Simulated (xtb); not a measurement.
CH7Si2 (SMILES [SiH2]C[SiH3]), doublet, from a rough starting geometry; GFN2-xTB (xtb).

The xtb input:
```
$ xtb mol.xyz --gfn 2 --uhf 1 --opt vtight --json

# file mol.xyz
10

Si     1.70792633     0.42973308     0.18877493
C      0.19969693    -0.71471328    -0.19165335
Si    -1.49787478     0.11854576     0.27875423
H      3.00558478    -0.22507532    -0.21847763
H      1.58078651     1.80117144    -0.27012200
H      0.22490899    -0.76072589    -1.27407378
H      0.32421242    -1.59511083     0.14568647
H     -2.54744191    -0.74234439    -0.01965911
H     -1.63724684     1.42154643    -0.35563813
H     -1.40829736     0.28986115     1.75296488
```

It wrote (shortened):

```
   ID    Z sym.   atoms
    1   14 Si     1, 3
    2    6 C      2
    3    1 H      4-10

           -------------------------------------------------
          |                Calculation Setup                |
           -------------------------------------------------

           -------------------------------------------------
          |                 G F N 2 - x T B                 |
           -------------------------------------------------

          ...................................................
          :                      SETUP                      :
          :.................................................:
          :  # basis functions                  31          :
          :  # atomic orbitals                  29          :
          :  # shells                           15          :
          :  # electrons                        19          :
          :  max. iterations                   250          :
          :  Hamiltonian                  GFN2-xTB          :
          :  restarted?                      false          :
          :  GBSA solvation                  false          :
          :  PC potential                    false          :
          :  electronic temp.          300.0000000     K    :
          :  accuracy                    1.0000000          :
          :  -> integral cutoff          0.2500000E+02      :
          :  -> integral neglect         0.1000000E-07      :
          :  -> SCF convergence          0.1000000E-05 Eh   :
          :  -> wf. convergence          0.1000000E-03 e    :
          :  Broyden damping             0.4000000          :
          :  net charge                          0          :
          :  unpaired electrons                  1          :
          ...................................................

 iter      E             dE          RMSdq      gap      omega  full diag
   1     -9.1203396 -0.912034E+01  0.515E+00    2.81       0.0  T
   2     -9.2007790 -0.804394E-01  0.221E+00    1.93       1.0  T
   3     -9.2028066 -0.202753E-02  0.191E+00    2.28       1.0  T
   4     -9.2044628 -0.165622E-02  0.924E-01    2.27       1.0  T
   5     -9.2043741  0.886817E-04  0.490E-01    2.26       1.0  T
   6     -9.2045832 -0.209070E-03  0.184E-01    2.27       1.0  T
   7     -9.2045953 -0.121217E-04  0.535E-02    2.25       1.0  T
   8     -9.2045958 -0.538349E-06  0.172E-02    2.26       1.8  T
   9     -9.2045963 -0.449698E-06  0.839E-03    2.26       3.8  T
[...]
 * total energy  :    -9.0911532 Eh     change       -0.8810467E-06 Eh
 * total energy  :    -9.0911539 Eh     change       -0.7062323E-06 Eh
 * total energy  :    -9.0911545 Eh     change       -0.5632237E-06 Eh
 * total energy  :    -9.0911550 Eh     change       -0.4717979E-06 Eh
 * total energy  :    -9.0911554 Eh     change       -0.4017573E-06 Eh
 * total energy  :    -9.0911557 Eh     change       -0.3424495E-06 Eh
 * total energy  :    -9.0911560 Eh     change       -0.2748590E-06 Eh
 * total energy  :    -9.0911562 Eh     change       -0.1517992E-06 Eh
 * total energy  :    -9.0911563 Eh     change       -0.1501550E-06 Eh
 * total energy  :    -9.0911565 Eh     change       -0.1471632E-06 Eh
 * total energy  :    -9.0911566 Eh     change       -0.1317246E-06 Eh
 * total energy  :    -9.0911567 Eh     change       -0.9844158E-07 Eh
   *** GEOMETRY OPTIMIZATION CONVERGED AFTER 26 ITERATIONS ***
         :: total energy              -9.091156682025 Eh    ::
[...]
     4   1 H        0.919    -0.093     5.325     3.609
     5   1 H        0.919    -0.098     5.486     3.663
     6   1 H        0.924     0.000     3.055     2.734
     7   1 H        0.925     0.007     2.937     2.680
     8   1 H        0.917    -0.109     5.888     3.795
     9   1 H        0.918    -0.118     6.230     3.904
    10   1 H        0.918    -0.116     6.148     3.878

 Mol. C6AA /au·bohr⁶  :       1900.545853
 Mol. C8AA /au·bohr⁸  :      76738.780964
 Mol. α(0) /au        :         80.332016

Wiberg/Mayer (AO) data.
largest (>0.10) Wiberg bond orders for each atom

 ---------------------------------------------------------------------------
     #   Z sym  total        # sym  WBO       # sym  WBO       # sym  WBO
 ---------------------------------------------------------------------------
     1  14 Si   2.745 --     2 C    0.910     5 H    0.891     4 H    0.887
     2   6 C    3.966 --     7 H    0.984     6 H    0.981     3 Si   0.924
                             1 Si   0.910
     3  14 Si   3.671 --     2 C    0.924    10 H    0.898     9 H    0.897
                             8 H    0.895
     4   1 H    0.990 --     1 Si   0.887
     5   1 H    0.990 --     1 Si   0.891
     6   1 H    1.000 --     2 C    0.981
     7   1 H    1.000 --     2 C    0.984
     8   1 H    0.988 --     3 Si   0.895
     9   1 H    0.986 --     3 Si   0.897
    10   1 H    0.987 --     3 Si   0.898
 ---------------------------------------------------------------------------

Topologies differ in total number of bonds
Writing topology from bond orders to xtbtopo.mol

molecular dipole:
                 x           y           z       tot (Debye)
 q only:        0.116       0.110       0.275
   full:        0.022      -0.129      -0.134       0.475
molecular quadrupole (traceless):
                xx          xy          yy          xz          yz          zz
 q only:       -0.053       0.414      -0.716       1.163       0.332       0.769
  q+dip:       -2.179      -0.401       1.014      -0.067      -0.435       1.164
   full:       -1.684      -0.323       0.717      -0.278      -0.125       0.968

optimized geometry written to: xtbopt.xyz

           -------------------------------------------------
          | TOTAL ENERGY               -9.091156682025 Eh   |
          | GRADIENT NORM               0.000020235984 Eh/α |
          | HOMO-LUMO GAP               2.560172602247 eV   |
           -------------------------------------------------
```
